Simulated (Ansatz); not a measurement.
Isolated molecules relaxed with PBE0-D4/def2-TZVP in Ansatz; ΔE leaves out vibrations. CCSD(T)/CBS is the MP2 limit (def2-TZVPP, def2-QZVPP) plus CCSD(T) − MP2 in def2-TZVPP, frozen cores. Functionals use def2-TZVPP. B3LYP here is the variant with VWN-RPA as its local correlation; programs differ in this. For Ga outer-core shells are correlated without core-valence functions, which leaves a few kJ/mol of doubt a bond. Scalar relativity is left out up to krypton. Each species was taken in one conformer, which may not be the lowest.

Reaction (formal exchange of groups at a Ga–O bond): `[OH][Ga]([F])[SH]` + `OC(F)Cl` → `[F][Ga]([F])[SH]` + `OC(O)Cl`

`[OH][Ga]([F])[SH]`:

Z-matrix (Å, degrees):
```
Ga
F 1 1.750
S 1 2.169 2 119.6
O 1 1.770 2 116.9 3 -180.0
H 3 1.345 1 91.7 2 -180.0
H 4 0.961 1 112.9 2 -0.0
```

`OC(F)Cl`:

Z-matrix (Å, degrees):
```
C
F 1 1.357
Cl 1 1.794 2 106.8
O 1 1.346 2 111.5 3 -123.2
H 1 1.088 2 109.3 3 116.1
H 4 0.965 1 109.3 2 64.5
```

`[F][Ga]([F])[SH]`:

Z-matrix (Å, degrees):
```
Ga
F 1 1.736
S 1 2.163 2 122.4
F 1 1.739 2 115.1 3 180.0
H 3 1.345 1 91.6 2 -179.8
```

`OC(O)Cl`:

Cartesian coordinates in Å:
```
O 1.081 -0.124 -0.549
C -0.140 0.320 -0.078
O -0.607 -0.408 0.983
Cl -1.250 0.239 -1.485
H 1.708 -0.060 0.181
H -0.126 1.365 0.239
H -0.666 -1.332 0.708
```

```csv
level,ΔE (kJ/mol),difference from CCSD(T)/CBS
PBE-D4,-14.6,2.1
r2SCAN-D4,-14.9,1.8
PBE0-D4,-16.6,0.1
B3LYP-D4,-15.9,0.8
ωB97X-V,-17.4,-0.7
ωB97M-V,-16.9,-0.2
B2PLYP,-17.0,-0.3
PBE,-14.6,2.1
r2SCAN,-14.9,1.8
PBE0,-16.7,0.0
B3LYP,-15.9,0.8
HF/def2-TZVPP,-20.7,-4.0
MP2/def2-TZVPP,-18.9,-2.2
SCS-MP2/def2-TZVPP,-18.9,-2.2
CCSD/def2-TZVPP,-18.5,-1.8
CCSD(T)/def2-TZVPP,-17.8,-1.1
HF/def2-QZVPP,-22.3,-5.6
MP2/def2-QZVPP,-18.8,-2.1
SCS-MP2/def2-QZVPP,-19.2,-2.5
HF/CBS(def2),-22.5,-5.8
MP2/CBS(def2),-17.7,-1.0
CCSD/CBS(def2),-17.3,-0.6
CCSD(T)/CBS,-16.7,0
```

Largest T1 diagnostic among the species: 0.014.
